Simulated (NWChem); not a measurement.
System: SiOH cation, singlet; SMILES [OH+]=[Si]

Input file for NWChem:

```
start job
memory heap 200 mb stack 700 mb global 900 mb
charge 1
geometry units angstroms noautosym nocenter noautoz
  O     -0.898238    -0.015632    -0.006138
  Si     0.660276     0.011523     0.004514
  H     -1.866764    -0.032698    -0.012769
end
basis spherical
  O library def2-svp
  Si library def2-svp
  H library def2-svp
end
dft
  xc pbe0
  iterations 150
end
cosmo
  do_cosmo_smd true
  solvent benzene
end
task dft energy
```

NWChem printed, in part:

```
             Northwest Computational Chemistry Package (NWChem) 7.3.0
             --------------------------------------------------------

                             Geometry "geometry" -> ""
                             -------------------------

 Output coordinates in angstroms (scale by  1.889725989 to convert to a.u.)

  No.       Tag          Charge          X              Y              Z
 ---- ---------------- ---------- -------------- -------------- --------------
    1 O                    8.0000    -0.89823800    -0.01563200    -0.00613800
    2 Si                  14.0000     0.66027600     0.01152300     0.00451400
    3 H                    1.0000    -1.86676400    -0.03269800    -0.01276900

 Effective nuclear repulsion energy (a.u.)      45.3231543597

                                 NWChem DFT Module
                                 -----------------

 Summary of "ao basis" -> "ao basis" (spherical)
 ------------------------------------------------------------------------------
       Tag                 Description            Shells   Functions and Types
 ---------------- ------------------------------  ------  ---------------------
 O                          def2-svp                 6       14   3s2p1d
 Si                         def2-svp                 8       18   4s3p1d
 H                          def2-svp                 3        5   2s1p

 in cosmo_initialize ...
 calling solv_data for solv:benzene

 solvent parameters
 solvname_short: benzene
 solvname_long:  benzene
 dielec:        2.2706
 dielecinf:     2.2533
 nonaqueous SMD model solvent descriptors
 dielec:        2.2706
 sola:          0.0000
 solb:          0.1400
 solc:          1.0000
 solg:         40.6200
 solh:          0.0000
 soln:          1.5011

          ---------------
          -cosmo- solvent
          ---------------
 Cosmo: York-Karplus, doi: 10.1021/jp992097l
 dielectric constant -eps-     =   2.27
 screen = (eps-1)/(eps    )    =   0.55959
 surface charge correction     = lagrangian

   van der Waals surface
 --------------------------

 ---------- ATOMIC COORDINATES (A.U.) ------------ VDWR(ANG.) --
     1   -1.69742369   -0.02954020   -0.01159914     2.294
     2    1.24774072    0.02177531    0.00853022     2.470
     3   -3.52767245   -0.06179026   -0.02412991     1.200
 number of segments per atom =        128
 number of   points per atom =        128
 atom (   nspa,  nppa )
 ----------------------
    1 (     92,     0 )       0
    2 (     94,     0 )       0
    3 (      4,     0 )       0
 number of -cosmo- surface points =      190
 molecular surface =     96.915 angstrom**2
 molecular volume  =     83.613 angstrom**3
 -lineq- algorithm             =   0
 -bem- low  level              =   3
 -bem- from -octahedral-
 gaussian surface charge width =   4.50000
 degree of switching           =   1.00000
 switching function tolerance  =   0.00010
 atomic radii =
 --------------
    1  8.000  2.294
    2 14.000  2.470
    3  1.000  1.200
 ...... end of -cosmo- initialization ......

 nat:                     3
 ixmem:                   608
 calling mnsol_interface()
 G(SMD-CDS) energy (kcal/mol)  =    -1.537
 SMD-CDS SASA (angstrom**2)    =    91.878

            General Information
            -------------------
          SCF calculation type: DFT
          Wavefunction type:  closed shell.
          No. of atoms     :     3
          No. of electrons :    22
           Alpha electrons :    11
            Beta electrons :    11
          Charge           :     1
          Spin multiplicity:     1
          Use of symmetry is: off; symmetry adaption is: off
          Maximum number of iterations: 150
          AO basis - number of functions:    37
                     number of shells:    17
          Convergence on energy requested:  1.00D-06
          Convergence on density requested:  1.00D-05
          Convergence on gradient requested:  5.00D-04

              XC Information
              --------------
                         PBE0 Method XC Functional
                     Hartree-Fock (Exact) Exchange  0.250
          PerdewBurkeErnzerhof Exchange Functional  0.750
            Perdew 1991 LDA Correlation Functional  1.000 local
           PerdewBurkeErnz. Correlation Functional  1.000 non-local

[...]

                                COSMO-SMD solvation results
                                ---------------------------

             internal energy in gas <Psi(g)|H|Psi(g)> =      -364.677615047463
         internal energy in solvent <Psi(s)|H|Psi(s)> =      -364.677602806655
                               delta internal energy  =         0.000012240807 (    0.01 kcal/mol)
   total free energy in solvent <Psi(s)|H+V/2|Psi(s)> =      -364.733246950515
 polarization energy contribution <Psi(s)|V/2|Psi(s)> =        -0.055644143859 (  -34.92 kcal/mol)
    total free energy in solvent including G(SMD-CDS) =      -364.735696745789
                       G(SMD-CDS) energy contribution =        -0.002449795274 (   -1.54 kcal/mol)
     1 M fixed-concentration free energy of solvation =        -0.058081698327 (  -36.45 kcal/mol)

                       DFT Final Molecular Orbital Analysis
                       ------------------------------------

 Vector    9  Occ=2.000000D+00  E=-5.535549D-01
              MO Center= -7.6D-01, -1.3D-02, -5.2D-03, r^2= 8.2D-01
   Bfn.  Coefficient  Atom+Function         Bfn.  Coefficient  Atom+Function
  ----- ------------  ---------------      ----- ------------  ---------------
     5      0.535492  1 O  py                 8      0.380173  1 O  py
     6      0.267024  1 O  pz                 9      0.189574  1 O  pz
    23      0.144364  2 Si py                26      0.098105  2 Si py
    20     -0.078231  2 Si py                24      0.071988  2 Si pz
    28     -0.068383  2 Si d -2              27      0.048920  2 Si pz

 Vector   10  Occ=2.000000D+00  E=-5.535541D-01
              MO Center= -7.6D-01, -1.3D-02, -5.2D-03, r^2= 8.2D-01
   Bfn.  Coefficient  Atom+Function         Bfn.  Coefficient  Atom+Function
  ----- ------------  ---------------      ----- ------------  ---------------
     6      0.535595  1 O  pz                 9      0.380245  1 O  pz
     5     -0.267054  1 O  py                 8     -0.189595  1 O  py
    24      0.144392  2 Si pz                27      0.098123  2 Si pz
    21     -0.078245  2 Si pz                23     -0.071995  2 Si py
    31      0.068422  2 Si d  1              26     -0.048925  2 Si py

 Vector   11  Occ=2.000000D+00  E=-5.056533D-01
              MO Center=  9.2D-01,  1.6D-02,  6.3D-03, r^2= 1.7D+00
   Bfn.  Coefficient  Atom+Function         Bfn.  Coefficient  Atom+Function
  ----- ------------  ---------------      ----- ------------  ---------------
    17      0.752638  2 Si s                 16      0.405345  2 Si s
    18      0.275287  2 Si s                 22      0.257624  2 Si px
     4     -0.188801  1 O  px                 3     -0.151720  1 O  s
    25      0.149049  2 Si px                19     -0.132394  2 Si px
     2     -0.129159  1 O  s                 33      0.127341  3 H  s

 Vector   12  Occ=0.000000D+00  E=-2.094742D-01
              MO Center=  6.4D-01,  1.1D-02,  4.4D-03, r^2= 2.3D+00
   Bfn.  Coefficient  Atom+Function         Bfn.  Coefficient  Atom+Function
  ----- ------------  ---------------      ----- ------------  ---------------
    26      0.580299  2 Si py                23      0.441670  2 Si py
    27      0.288419  2 Si pz                 8     -0.225387  1 O  py
     5     -0.223594  1 O  py                24      0.219518  2 Si pz
    20     -0.208801  2 Si py                 9     -0.112022  1 O  pz
     6     -0.111130  1 O  pz                21     -0.103778  2 Si pz

 Vector   13  Occ=0.000000D+00  E=-2.094731D-01
              MO Center=  6.4D-01,  1.1D-02,  4.4D-03, r^2= 2.3D+00
   Bfn.  Coefficient  Atom+Function         Bfn.  Coefficient  Atom+Function
  ----- ------------  ---------------      ----- ------------  ---------------
    27      0.580408  2 Si pz                24      0.441756  2 Si pz
    26     -0.288451  2 Si py                 9     -0.225429  1 O  pz
     6     -0.223636  1 O  pz                23     -0.219544  2 Si py
    21     -0.208841  2 Si pz                 8      0.112033  1 O  py
     5      0.111142  1 O  py                20      0.103790  2 Si py

 Vector   14  Occ=0.000000D+00  E=-8.567078D-02
              MO Center=  4.9D-02,  8.0D-04,  3.3D-04, r^2= 3.9D+00
   Bfn.  Coefficient  Atom+Function         Bfn.  Coefficient  Atom+Function
  ----- ------------  ---------------      ----- ------------  ---------------
     3      0.870229  1 O  s                 25      0.843216  2 Si px
    34     -0.417281  3 H  s                 18     -0.369221  2 Si s
    22      0.306176  2 Si px                 2      0.231357  1 O  s
    33     -0.206091  3 H  s                 19     -0.145354  2 Si px
    32      0.143500  2 Si d  2              17     -0.125598  2 Si s

     Multipole analysis of the density
     ---------------------------------

     L   x y z        total         alpha         beta         nuclear
     -   - - -        -----         -----         ----         -------
     0   0 0 0      1.000000    -11.000000    -11.000000     23.000000

     1   1 0 0      0.086779     -0.137265     -0.137265      0.361308
     1   0 1 0      0.001259     -0.002742     -0.002742      0.006743
     1   0 0 1      0.000546     -0.000977     -0.000977      0.002500

     2   2 0 0     -5.427184    -31.358816    -31.358816     57.290447
     2   1 1 0      0.088286     -0.455603     -0.455603      0.999493
     2   1 0 1      0.034425     -0.178608     -0.178608      0.391641
     2   0 2 0    -10.460368     -5.238903     -5.238903      0.017437
     2   0 1 1      0.000599     -0.003117     -0.003117      0.006833
     2   0 0 2    -10.461674     -5.232175     -5.232175      0.002677
```

Level: PBE0/def2-SVP, SMD on the gas-phase geometry. Low-valent species are run as closed-shell singlets; no triplet was tried in these runs. Geometry: optimised at PBE0/def2-SVP. Solvent: benzene.
